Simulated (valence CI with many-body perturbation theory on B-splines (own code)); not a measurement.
Sensitivity of CI+MBPT for Ge XI

Computed by configuration interaction combined with many-body perturbation theory (CI+MBPT): four valence electrons over a frozen Dirac-Fock core [Ar], a basis of 6 s, 6 p, 5 d, 5 f, 1 g functions for each j, with the one-electron correlation potential Σ1, the two-electron term Σ2, the three-electron term Σ3, Breit, model QED; selected CI, second order for the rest, scaled by the run's own slope (own B-spline code, finite nucleus).

No measured levels were compared; by estimate terms of the open shell hold to 2 to 4 % of their energy, and close levels can change places. Only levels of the ground parity were solved; by the run's estimate the other parity begins above the list, which can be wrong where configurations are misplaced.

The reference run has the lowest level 3d4 5D_0 and an ionisation energy of 286.781 eV. Its largest variational space holds 7372 state functions.

Changed runs:
A. size limit of the variational space 10000 → 3000; second order for the rest on → off; logarithmic knot step 0.27 → 0.4
B. logarithmic knot step 0.27 → 0.33; orbitals per symmetry with explicit Σ2 and valence Breit (the others get mean screening factors) 5 → 4
C. box radius (bohr) 10.419 → 14.69
D. start configuration 3d4 → 3s4 (bad on purpose)

Excitation energies of the reference run in cm⁻¹, and shifts in cm⁻¹:

```
                 Level  Reference       A       B         C
              3d4 5D_1        881     +35    -0.6         0
              3d4 5D_2       2361    +192    -0.7         0
              3d4 5D_3       4253    +263    +0.7         0
              3d4 5D_4       6408    +256    +3.6         0
              3d4 3P_0      41076    +7.9    +216         0
              3d4 3H_4      43253    +489    +332         0
              3d4 3H_5      45278    +118    +334         0
              3d4 3P_1      45959    +144    +215         0
              3d4 3H_6      46886    +8.7    +341         0
              3d4 3F_3      48742    +636    +274         0
              3d4 3F_2      49185    +586    +265         0
              3d4 3F_4      49856    +590    +276         0
Ionisation energy (eV)    286.781  -0.007  +0.021  -8.2e-05
```

Run D: It gave no result: a shell was given more electrons than it holds. The program said: "a valence shell holds more than 4l+2 electrons".
